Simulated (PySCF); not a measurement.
Work out the structure from these simulated measurements.

Formula: C8H15P.

* 1H NMR: chemical shifts (computed TMS as zero) by class: 8.09 (1 H), 8.02 (1 H), 6.58 (1 H), 2.18 (3 H), 1.35 (9 H) ppm [GIAO PBE0/pcSseg-1]
* NMR, other nuclei: isotropic shieldings of nuclei other than C and H, by class: 61 (1 P) ppm [GIAO PBE0/pcSseg-1]
* Rotational structure: rotational constants A, B, C: 2.441, 0.685, 0.609 GHz [GFN2-xTB]
* Dipole: 1.79 D [PBE0/pcSseg-1]
* 13C NMR: chemical shifts (computed TMS as zero) by class: 200.7 (1 C), 153.9 (1 C), 145.0 (1 C), 40.7 (1 C), 34.5 (3 C), 25.6 (1 C) ppm [GIAO PBE0/pcSseg-1]

Electronic properties: PySCF, gas phase, density fitting. Levels stand in brackets. The structure is a single GFN2-xTB conformer in the gas phase; no vibrational or solvent corrections. Each NMR value is the plain mean over a class of atoms that symmetry, rotation or inversion makes alike.

Problem. Give a SMILES that accounts for the data.

Solution. Numbering: `[CH3:1]/[CH:2]=[CH:3]/[P:4]=[CH:5]\[C:6]([CH3:7])([CH3:8])[CH3:9]`. 8 carbons fall into 6 classes; from least to most shielded: carbon bonded to C, P and H [C5] (200.7 ppm), alkene CH carbon [C2] (153.9 ppm), alkene CH carbon [C3] (145.0 ppm), quaternary sp3 carbon [C6] (40.7 ppm), methyl carbon [C7/C8/C9] (34.5 ppm, 3 C, up to 3.9 ppm apart in this geometry), allylic carbon [C1] (25.6 ppm). Hydrogen classes from least to most shielded: 1 H on a carbon bonded to C, P and H, C5 (8.09 ppm), 1 H on an alkene CH carbon, C3 (8.02 ppm), 1 H on an alkene CH carbon, C2 (6.58 ppm), 3 H on an allylic carbon, C1 (2.18 ppm), 9 H on 3 methyl carbons, C7/C8/C9 (1.35 ppm, a mean of values up to 1.2 ppm apart in this geometry). The other shieldings belong to: 61 ppm, phosphorus bonded to 2 C [P4]. The optimised geometry has point group Cs and is an asymmetric top. Structure: `C/C=C/P=C\C(C)(C)C`. Computed isomers that give other values at the same levels: `C=CP1[C@H](C)CC[C@@H]1C` (13C chemical shifts (computed TMS as zero) by class: 153.2 (1 C), 134.7 (1 C), 45.3 (2 C), 39.5 (2 C), 23.0 (2 C) ppm); `C=CP1CCC(C)CC1` (13C chemical shifts (computed TMS as zero) by class: 153.7 (1 C), 134.0 (1 C), 38.3 (1 C), 36.7 (2 C), 34.1 (2 C), 25.6 (1 C) ppm); `C=[P@@]1(CCC)C=C1CC` (13C chemical shifts (computed TMS as zero) by class: 203.9 (1 C), 141.2 (1 C), 38.2 (1 C), 30.6 (1 C), 18.8 (1 C), 16.7 (1 C), 15.4 (1 C), 13.5 (1 C) ppm). The assignments are read from this structure; whether some other isomer fits the data as well wasn't checked.

Conformer computed: `[CH3:1]/[CH:2]=[CH:3]/[P:4]=[CH:5]\[C:6]([CH3:7])([CH3:8])[CH3:9]`: C2–C3–P4–C5 180°, P4–C5–C6–C7 180°.
